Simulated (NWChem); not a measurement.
System: C3H6O; SMILES C(OC)=C

Input file for NWChem:

```
start job
memory heap 200 mb stack 900 mb global 1100 mb
geometry units angstroms noautosym nocenter noautoz
  C     -0.103457     1.874094     0.003960
  C      0.336734     0.614628    -0.004442
  O     -0.486966    -0.450421    -0.005548
  C      0.126389    -1.710015    -0.000737
  H     -1.172404     2.097358     0.011771
  H      0.610960     2.697072     0.002389
  H      1.411224     0.382638    -0.012302
  H     -0.673058    -2.462433    -0.002816
  H      0.748369    -1.862232     0.900002
  H      0.755876    -1.865274    -0.895790
end
basis spherical
  * library def2-svp
end
dft
  xc pbe0
  iterations 150
end
cosmo
  do_cosmo_smd true
  solvent water
end
task dft energy
```

Excerpt of the output:

```
             Northwest Computational Chemistry Package (NWChem) 7.3.0
             --------------------------------------------------------

                             Geometry "geometry" -> ""
                             -------------------------

 Output coordinates in angstroms (scale by  1.889725989 to convert to a.u.)

  No.       Tag          Charge          X              Y              Z
 ---- ---------------- ---------- -------------- -------------- --------------
    1 C                    6.0000    -0.10345700     1.87409400     0.00396000
    2 C                    6.0000     0.33673400     0.61462800    -0.00444200
    3 O                    8.0000    -0.48696600    -0.45042100    -0.00554800
    4 C                    6.0000     0.12638900    -1.71001500    -0.00073700
    5 H                    1.0000    -1.17240400     2.09735800     0.01177100
    6 H                    1.0000     0.61096000     2.69707200     0.00238900
    7 H                    1.0000     1.41122400     0.38263800    -0.01230200
    8 H                    1.0000    -0.67305800    -2.46243300    -0.00281600
    9 H                    1.0000     0.74836900    -1.86223200     0.90000200
   10 H                    1.0000     0.75587600    -1.86527400    -0.89579000

 Effective nuclear repulsion energy (a.u.)     119.7524255392

                                 NWChem DFT Module
                                 -----------------

 Summary of "ao basis" -> "ao basis" (spherical)
 ------------------------------------------------------------------------------
       Tag                 Description            Shells   Functions and Types
 ---------------- ------------------------------  ------  ---------------------
 C                          def2-svp                 6       14   3s2p1d
 O                          def2-svp                 6       14   3s2p1d
 H                          def2-svp                 3        5   2s1p

 in cosmo_initialize ...
 calling solv_data for solv:h2o

 solvent parameters
 solvname_short: h2o
 solvname_long:  water
 dielec:       78.4000
 dielecinf:     1.7769
 aqueous SMD model solvent descriptors
 dielec:       78.4000
 sola:          0.8200

          ---------------
          -cosmo- solvent
          ---------------
 Cosmo: York-Karplus, doi: 10.1021/jp992097l
 dielectric constant -eps-     =  78.40
 screen = (eps-1)/(eps    )    =   0.98724
 surface charge correction     = lagrangian

   van der Waals surface
 --------------------------

 ---------- ATOMIC COORDINATES (A.U.) ------------ VDWR(ANG.) --
     1   -0.19550538    3.54152414    0.00748331     1.850
     2    0.63633499    1.16147850   -0.00839416     1.850
     3   -0.92023231   -0.85117227   -0.01048420     1.520
     4    0.23884058   -3.23145979   -0.00139273     1.850
     5   -2.21552231    3.96343192    0.02224396     1.200
     6    1.15454699    5.09672705    0.00451456     1.200
     7    2.66682667    0.72308097   -0.02324741     1.200
     8   -1.27189519   -4.65332364   -0.00532147     1.200
     9    1.41421235   -3.51910821    1.70075717     1.200
    10    1.42839852   -3.52485675   -1.69279764     1.200
 number of segments per atom =        128
 number of   points per atom =        128
 atom (   nspa,  nppa )
 ----------------------
    1 (     71,     0 )       0
    2 (     52,     0 )       0
    3 (     42,     0 )       0
    4 (     64,     0 )       0
    5 (     51,     0 )       0
    6 (     56,     0 )       0
    7 (     50,     0 )       0
    8 (     56,     0 )       0
    9 (     55,     0 )       0
   10 (     55,     0 )       0
 number of -cosmo- surface points =      552
 molecular surface =     97.031 angstrom**2
 molecular volume  =     69.035 angstrom**3
 -lineq- algorithm             =   0
 -bem- low  level              =   3
 -bem- from -octahedral-
 gaussian surface charge width =   4.50000
 degree of switching           =   1.00000
 switching function tolerance  =   0.00010
 atomic radii =
 --------------
    1  6.000  1.850
    2  6.000  1.850
    3  8.000  1.520
    4  6.000  1.850
    5  1.000  1.200
    6  1.000  1.200
    7  1.000  1.200
    8  1.000  1.200
    9  1.000  1.200
   10  1.000  1.200
 ...... end of -cosmo- initialization ......

[...]

                                COSMO-SMD solvation results
                                ---------------------------

             internal energy in gas <Psi(g)|H|Psi(g)> =      -192.740261582428
         internal energy in solvent <Psi(s)|H|Psi(s)> =      -192.738737085618
                               delta internal energy  =         0.001524496810 (    0.96 kcal/mol)
   total free energy in solvent <Psi(s)|H+V/2|Psi(s)> =      -192.748362615612
 polarization energy contribution <Psi(s)|V/2|Psi(s)> =        -0.009625529994 (   -6.04 kcal/mol)
    total free energy in solvent including G(SMD-CDS) =      -192.741265203977
                       G(SMD-CDS) energy contribution =         0.007097411635 (    4.45 kcal/mol)
     1 M fixed-concentration free energy of solvation =        -0.001003621549 (   -0.63 kcal/mol)

                       DFT Final Molecular Orbital Analysis
                       ------------------------------------

 Vector   14  Occ=2.000000D+00  E=-3.630818D-01
              MO Center=  1.6D-01, -6.2D-01,  3.6D-03, r^2= 2.7D+00
   Bfn.  Coefficient  Atom+Function         Bfn.  Coefficient  Atom+Function
  ----- ------------  ---------------      ----- ------------  ---------------
    34      0.323700   3 O  pz               48     -0.302303   4 C  pz
    20      0.287201   2 C  pz               77     -0.242722   9 H  s
    82      0.234959  10 H  s                37      0.233735   3 O  pz
    23      0.174208   2 C  pz                6      0.164800   1 C  pz
    51     -0.128238   4 C  pz               78     -0.104376   9 H  s

 Vector   15  Occ=2.000000D+00  E=-3.503104D-01
              MO Center= -1.2D-01, -4.6D-01, -7.6D-03, r^2= 2.5D+00
   Bfn.  Coefficient  Atom+Function         Bfn.  Coefficient  Atom+Function
  ----- ------------  ---------------      ----- ------------  ---------------
    32      0.448077   3 O  px               35      0.329688   3 O  px
    46     -0.235344   4 C  px               18     -0.226918   2 C  px
    67     -0.224029   7 H  s                72      0.188550   8 H  s
    68     -0.140060   7 H  s                31     -0.135276   3 O  s
    82     -0.122374  10 H  s                 4      0.114811   1 C  px

 Vector   16  Occ=2.000000D+00  E=-2.459518D-01
              MO Center= -6.3D-02,  7.9D-01, -1.1D-04, r^2= 2.5D+00
   Bfn.  Coefficient  Atom+Function         Bfn.  Coefficient  Atom+Function
  ----- ------------  ---------------      ----- ------------  ---------------
     6      0.396952   1 C  pz               34     -0.379690   3 O  pz
     9      0.320600   1 C  pz               37     -0.317254   3 O  pz
    20      0.265128   2 C  pz               23      0.165877   2 C  pz
    77      0.110405   9 H  s                82     -0.109917  10 H  s
    78      0.098003   9 H  s                83     -0.097077  10 H  s

 Vector   17  Occ=0.000000D+00  E= 2.581488D-02
              MO Center=  1.6D-01,  9.9D-01,  4.9D-04, r^2= 2.6D+00
   Bfn.  Coefficient  Atom+Function         Bfn.  Coefficient  Atom+Function
  ----- ------------  ---------------      ----- ------------  ---------------
    23     -0.655550   2 C  pz                9      0.629702   1 C  pz
    20     -0.460902   2 C  pz                6      0.369896   1 C  pz
    78     -0.291018   9 H  s                83      0.288876  10 H  s
    51      0.232212   4 C  pz               37      0.217539   3 O  pz
    34      0.189943   3 O  pz               48      0.076440   4 C  pz

 Vector   18  Occ=0.000000D+00  E= 8.752959D-02
              MO Center=  7.4D-01, -9.6D-01, -5.1D-03, r^2= 5.9D+00
   Bfn.  Coefficient  Atom+Function         Bfn.  Coefficient  Atom+Function
  ----- ------------  ---------------      ----- ------------  ---------------
    45      1.723706   4 C  s                68     -0.933247   7 H  s
    78     -0.924409   9 H  s                83     -0.927139  10 H  s
    73     -0.791805   8 H  s                21      0.565617   2 C  px
    50     -0.520559   4 C  py               63     -0.453311   6 H  s
    17      0.410923   2 C  s                31      0.403240   3 O  s

 Vector   19  Occ=0.000000D+00  E= 1.093754D-01
              MO Center=  6.2D-01,  5.8D-01, -1.1D-03, r^2= 8.8D+00
   Bfn.  Coefficient  Atom+Function         Bfn.  Coefficient  Atom+Function
  ----- ------------  ---------------      ----- ------------  ---------------
    45      1.632636   4 C  s                63      1.379096   6 H  s
     3     -1.279233   1 C  s                68      0.805799   7 H  s
    73     -0.721968   8 H  s                78     -0.705756   9 H  s
    83     -0.709152  10 H  s                17     -0.579934   2 C  s
     8     -0.503029   1 C  py               58      0.471020   5 H  s

     Multipole analysis of the density
     ---------------------------------

     L   x y z        total         alpha         beta         nuclear
     -   - - -        -----         -----         ----         -------
     0   0 0 0     -0.000000    -16.000000    -16.000000     32.000000

     1   1 0 0      0.704256      0.405763      0.405763     -0.107270
     1   0 1 0     -0.667698     -0.386764     -0.386764      0.105830
     1   0 0 1      0.000309      0.045927      0.045927     -0.091546

     2   2 0 0    -17.812200    -23.299738    -23.299738     28.787275
     2   1 1 0     -0.257401      1.444227      1.444227     -3.145854
     2   1 0 1     -0.023652      0.027022      0.027022     -0.077696
     2   0 2 0    -15.744011   -128.106468   -128.106468    240.468925
     2   0 1 1      0.002965     -0.148395     -0.148395      0.299756
     2   0 0 2    -19.829685    -12.795279    -12.795279      5.760873
```

Level: PBE0/def2-SVP, SMD on the gas-phase geometry. Structure relaxed at the PBE0/def2-SVP level. Solvent: water.
